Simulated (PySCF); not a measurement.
## Electron correlation in C (carbon, neutral)

[He] 2s2 2p2, high-spin 3P determinant. Computed with PySCF 2.14 in x2c-TZVPall, with scalar relativity by spin-free X2C-1e. Frozen: 1s2; 4 electrons correlated.

MP2 pair energies summed by pair of shells (mhartree):

```json
{"pair": "2s-2p", "energy": "-40.41", "share (%)": "61.1"}
{"pair": "2s-2s", "energy": "-18.53", "share (%)": "28.0"}
{"pair": "2p-2p", "energy": "-7.19", "share (%)": "10.9"}
```

Total MP2 correlation energy: -66.13 mhartree.

Same-spin part -12.43 and opposite-spin part -53.70 mhartree; SCS-MP2 scales them by 1/3 and 6/5 to -68.58 mhartree.

```
  level  correlation energy (mhartree)
   CCSD                         -86.53
    (T)                          -2.03
CCSD(T)                         -88.56
```

Diagnostics: T1 = 0.0089, D1 = 0.0171, largest double amplitude 0.105.

Question: Is a single reference adequate?

Answer: Mostly. T1 lies below 0.03, but a double amplitude of this size points to a near-degeneracy that CCSD handles and MP2 describes poorly.
